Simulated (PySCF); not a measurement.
Atoms are numbered as in `[F:1][CH2:2][O:3][C:4]1=[C:5]([F:6])[CH:7]=[CH:8][SiH2:9]1`. Each H is labelled by its parent atom.

- coordinates at the GFN2-xTB level
- GIAO PBE0/pcSseg-1 shieldings
- code: PySCF 2.14.0 with density-fitted response routines
- no relativistic terms, single conformer, gas phase, equivalent nuclei averaged

Shifts are taken against calculated references (same method and geometry level): ¹³C (σref 186.93) and ¹H (σref 31.72) and ²⁹Si (σref 349.16) against TMS; ¹⁹F (σref 170.95) against CFCl3; H2O for ¹⁷O (σref 336.08).

```tsv
atoms	nucleus	count	Hirshfeld charge	δ (ppm)
H(C8)	¹H	1	0.04	5.53
C7	¹³C	1	-0.05	154.7
H(Si9)	¹H	2	-0.06	?
O3	¹⁷O	1	-0.12	141.8
H(C2)	¹H	2	0.04	6.18
C8	¹³C	1	-0.15	117.6
C2	¹³C	1	0.09	?
F6	¹⁹F	1	-0.08	?
Si9	²⁹Si	1	0.35	?
F1	¹⁹F	1	-0.11	-181.7
C4	¹³C	1	-0.04	142.6
H(C7)	¹H	1	0.06	7.02
C5	¹³C	1	0.04	155.4
```

Complete the table.

## Answers


- C2: 108.0 ppm, sp3 CH2 bonded to F and O; 2 electronegative neighbours deshield it
- H(Si9): 4.70 ppm, hydrogen on a silicon bonded to 2 C, in a 5-membered ring
- F6: -144.3 ppm, vinylic fluorine
- Si9: -48.6 ppm, silicon bonded to 2 C, 2 H, in a 5-membered ring

Shifts are as computed. Against solution values, carbons near 30 ppm lie about +3 ppm off and those near 130 ppm about +5 ppm. Of 1211 compounds with measured shifts, 218 miss one by over three times the rms of a fit or turn the order of signals round; such compounds aren't used in these exercises. Unscaled 19F shifts against computed CFCl3 carry errors that often reach 10 to 50 ppm. Experimental scales use liquid or dissolved standards, which lie at an offset from isolated H2O (liquid H2O: subtract about 36 ppm).
